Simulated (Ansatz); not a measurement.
C2H7BO2Si can be A, `CB(O)[SiH]1CO1`, or B, `B/C(O)=C(/O)[SiH3]`.

Calculated with Ansatz (gas phase, PBE0-D4/def2-TZVP geometries, no zero-point term in ΔE). CCSD(T)/CBS is the MP2 limit (def2-TZVPP, def2-QZVPP) plus CCSD(T) − MP2 in def2-TZVPP, frozen cores. Functionals use def2-TZVPP. B3LYP here is the variant with VWN-RPA as its local correlation; programs differ in this. Each species was taken in one conformer, which may not be the lowest.

**Question.** Which is lower in electronic energy at CCSD(T)/CBS, and by how much? (Best estimate.)

**Answer.** The calculation gave: A, by 218.2 kJ/mol.

**Question.** Give E(B) − E(A) in kJ/mol with ωB97M-V, B3LYP, CCSD/def2-TZVPP, r2SCAN-D4, B2PLYP, PBE0-D4, HF/def2-TZVPP. (Estimate.)

**Answer.** Ansatz gave: ωB97M-V 218.3, B3LYP 211.3, CCSD/def2-TZVPP 220.9, r2SCAN-D4 219.3, B2PLYP 216.2, PBE0-D4 219.3, HF/def2-TZVPP 200.7. None reverses the order clearly.

Largest T1 diagnostic: 0.015.

From PBE to PBE0 (25 % exact exchange), in def2-TZVPP and without D4, E(B) − E(A) moves by +4.5 kJ/mol. In def2-TZVPP, CCSD(T) changes the Hartree–Fock value by +17.1 kJ/mol (the triples alone add −3.1 kJ/mol) and MP2 by +25.3 kJ/mol.
